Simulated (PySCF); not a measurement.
CdTe, SMILES [Cd]=[Te]. Atoms are numbered in the order given.

```xyz
2

Cd     0.0000     0.0000    -1.3250
Te     0.0000     0.0000     1.2231
```
Charge 0, spin multiplicity 1.

Geometry optimised at PBE0-D3(BJ)/def2-TZVP. The def2 effective core potentials stand for the cores of Cd, Te; spin–orbit coupling is left out.

The numbers are results of PySCF with M06-2X/def2-TZVPD, not measurements.

Mulliken values depend strongly on the basis, most of all with diffuse functions as here. ESP charges are fitted to the potential on shells at 1.4 to 2.0 van der Waals radii. Atomic charges (e):

```json
[
 {"atom": "Cd1", "ESP fit": "[?]", "Mulliken": "0.31"},
 {"atom": "Te2", "ESP fit": "[?]", "Mulliken": "-0.31"}
]
```

**Question.** Complete the blanks. (Estimate from the structure and the level; the computed values follow.)

**Answer.** 
- Cd1, ESP fit: 0.51
- Te2, ESP fit: -0.51
